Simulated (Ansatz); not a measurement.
Molecule: BeO, net charge 0, singlet state. 
Structure (B3LYP-D3(BJ)/def2-TZVP (Ansatz, a first-principles code) minimum search):
```
Be
O 1 1.3266
```
Charge 0, spin multiplicity 1.

Quantity: vertical ionisation energy (to the doublet state of charge +1; each state is the SCF solution reached for its spin; for the singlet T1 is 0.039), in eV. Correlated levels leave the core frozen unless marked. UHF or UKS for open shells. Spin-orbit coupling is left out. Non-relativistic. Basis-set limits of correlation are two-point, X^-3; Hartree-Fock from the larger set.

```
level                                 program  vertical ionisation energy (eV)
------------------------------------  -------  -------------------------------
PBE/def2-TZVPD                         Ansatz                                …
B3LYP/def2-TZVPD                       Ansatz                                …
CAM-B3LYP/def2-TZVPD                   Ansatz                            10.07
wB97M-V/def2-TZVPD                     Ansatz                             9.96
CCSD/def2-SVPD                         Ansatz                             9.94
CCSD(T)/CBS(def2-TZVPPD,def2-QZVPPD)   Ansatz                                …
```

**Question.** Some entries are withheld; supply them.

**Answer.** 
- PBE/def2-TZVPD, vertical ionisation energy (eV): 10.35
- B3LYP/def2-TZVPD, vertical ionisation energy (eV): 10.14
- CCSD(T)/CBS(def2-TZVPPD,def2-QZVPPD), vertical ionisation energy (eV): 10.12
